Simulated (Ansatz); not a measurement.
C2H6O2Si can be A, `CC(=O)O[SiH3]`, or B, `[SiH3]OC1CO1`.

Calculated with Ansatz (gas phase, PBE0-D4/def2-TZVP geometries, no zero-point term in ΔE). CBS: MP2 limit from def2 TZ/QZ plus the TZ coupled-cluster correction, frozen cores. DFT in def2-TZVPP. B3LYP here is the variant with VWN-RPA as its local correlation; programs differ in this. One conformer a species, not always the lowest.

Question: Which is lower in electronic energy at CCSD(T)/CBS, and by how much? (Estimate.)

Answer: The calculation gave: A, by 183.7 kJ/mol.

Question: Give E(B) − E(A) in kJ/mol with B3LYP-D4, CCSD/def2-TZVPP, HF/def2-TZVPP, r2SCAN-D4, ωB97M-V, B3LYP, PBE0-D4. (An estimate is asked.)

Answer: Ansatz gave: B3LYP-D4 191.5, CCSD/def2-TZVPP 184.3, HF/def2-TZVPP 204.0, r2SCAN-D4 186.6, ωB97M-V 183.9, B3LYP 192.6, PBE0-D4 178.9. None reverses the order clearly.

Largest T1 diagnostic: 0.014.

In def2-TZVPP, CCSD(T) changes the Hartree–Fock value by −19.3 kJ/mol (the triples alone add +0.4 kJ/mol) and MP2 by −20.0 kJ/mol.
